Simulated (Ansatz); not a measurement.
This geometry of CH$_{8}$GeNOSb (13 atoms, charge 0, multiplicity 1) is a first-order saddle point.

Level of theory: RKS LDA/def2-SVP in Ansatz.

```xyz
13
Properties=species:S:1:pos:R:3
N -1.362 0.712 0.655
C -0.348 0.094 -0.064
O -0.859 -0.426 -1.261
Ge 0.488 -1.345 0.983
Sb 1.310 1.600 -0.547
H -1.517 0.520 1.644
H -1.822 1.540 0.264
H -0.105 -0.559 -1.871
H 1.229 -0.806 2.233
H 1.504 -2.046 0.056
H -0.594 -2.366 1.416
H 1.925 0.682 -1.892
H 0.170 2.365 -1.602
```

Question: Which two structures does it join? (They come from a converged band through this point; their orientation in space is the band's.)

Answer: No bond is made or broken. The height of N1 over the plane of its neighbours goes from 0.30 to -0.36 Å.

Initial state:

```xyz
13
Properties=species:S:1:pos:R:3
N -1.406 0.643 0.699
C -0.363 0.073 -0.048
O -0.911 -0.395 -1.235
Ge 0.468 -1.391 0.976
Sb 1.324 1.578 -0.563
H -1.153 0.911 1.655
H -1.891 1.407 0.207
H -0.180 -0.518 -1.873
H 0.974 -0.876 2.349
H 1.677 -1.902 0.157
H -0.544 -2.539 1.182
H 1.858 0.613 -1.905
H 0.168 2.361 -1.586
```

Final state:

```xyz
13
Properties=species:S:1:pos:R:3
N -1.176 0.805 0.753
C -0.249 0.122 -0.062
O -0.859 -0.392 -1.215
Ge 0.540 -1.329 1.010
Sb 1.338 1.631 -0.493
H -1.908 0.171 1.112
H -1.643 1.569 0.238
H -0.167 -0.746 -1.809
H 1.445 -0.808 2.147
H 1.364 -2.251 0.078
H -0.638 -2.146 1.599
H 1.809 0.806 -1.948
H 0.164 2.534 -1.394
```

Question: How far does it lie above each of them?

Answer: 0.9 kcal/mol above the first and 4.6 kcal/mol above the second. This is the barrier of this one path; another mechanism may lie lower.

Time of the run: 3.1 min on 2 threads of Arm Neoverse V1 (shared host), peak memory 0.2 GiB.
